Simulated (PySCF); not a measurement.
B(H)(Cl)(OH) (BClH2O), SMILES OBCl. The structure is a stationary point at B3LYP-D3(BJ)/def2-TZVP. One conformer was computed; it need not be the lowest.

Computed with B3LYP-D3(BJ)/def2-TZVP (PySCF 2.14.0).

Harmonic wavenumbers (cm⁻¹): 383, 640, 729, 872, 1012, 1155, 1350, 2699, 3792. Rotational constants (GHz): 55.02, 5.601, 5.083; symmetry number 1.

Question: Work out the zero-point energy and the ideal-gas rigid-rotor harmonic-oscillator thermochemistry at 298.15 K and 1 atm.

Answer: ZPE = ½ Σ hcν = ½ × 12631 cm⁻¹ = 75.55 kJ/mol. H − E(el) = 87.28 kJ/mol. Entropy in J/(mol K): translation 160.67, rotation 95.58, vibration 8.39, total 264.63. G − E(el) = 8.38 kJ/mol. Cp = 52.07 J/(mol K).
